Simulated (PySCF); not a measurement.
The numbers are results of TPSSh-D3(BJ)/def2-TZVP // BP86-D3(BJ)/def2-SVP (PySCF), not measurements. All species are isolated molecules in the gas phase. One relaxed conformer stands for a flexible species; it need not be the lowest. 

Reference species: [Zn(Br)2] (neutral, multiplicity 1).

- coordination number: 2
- HOMO: -7.90 eV

Changed species: [Zn(OH)2] (0 of 2 OH replaced by Br; the reference has 2 of 2 OH replaced by Br).

Task: Give the shifts of the coordination number and HOMO.

Result: the coordination number is nearly the same; the HOMO rises by 0.43 eV, to -7.47 eV.
